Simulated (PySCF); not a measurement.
W(OH)(H)5 (H₆OW), SMILES [WH5][OH], multiplicity 1.

The structure is a stationary point at PBE0-D3(BJ)/def2-TZVP. The multiplicity is an assumed one; no other spin state was optimised. The structure was generated by enumeration; whether it is a known compound was not checked. The def2 effective core potentials stand for the cores of W; spin–orbit coupling is left out.

Level of theory: TDA-CAM-B3LYP/def2-SVPD (PySCF 2.14.0).

Vertical excitations. Isolated molecule, no solvent. State labels are in the subgroup Cs.

Computed excitation energies, oscillator strengths and character:
```tsv
state	symmetry	energy (eV)	λ (nm)	f	main pairs
S1	A'	3.64	340	0.011	HOMO→LUMO 91 %
S2	A"	3.80	327	0.012	HOMO−1→LUMO 87 %
S3	A"	4.39	282	0.001	HOMO−2→LUMO 87 %
S4	A'	4.64	267	0.002	HOMO→LUMO+1 54 %, HOMO−3→LUMO 31 %
S5	A'	4.82	257	0.039	HOMO−3→LUMO 56 %, HOMO→LUMO+1 32 %
S6	A"	4.88	254	0.008	HOMO→LUMO+2 79 %, HOMO−1→LUMO+1 14 %
S7	A"	5.05	246	0.044	HOMO−1→LUMO+1 72 %, HOMO→LUMO+2 12 %
S8	A'	5.30	234	0.042	HOMO−1→LUMO+2 75 %
S9	A"	5.44	228	0.001	HOMO−2→LUMO+1 86 %
S10	A'	5.83	213	0.015	HOMO−3→LUMO+1 64 %, HOMO−1→LUMO+2 16 %, HOMO−2→LUMO+2 12 %
T1	A'	2.98	416	0	HOMO→LUMO 84 %, HOMO→LUMO+1 13 %
T2	A"	3.28	378	0	HOMO−1→LUMO 90 %
T3	A"	3.93	316	0	HOMO−2→LUMO 90 %
T4	A'	4.07	305	0	HOMO−3→LUMO 89 %
```
Triplets are in the Tamm–Dancoff approximation.
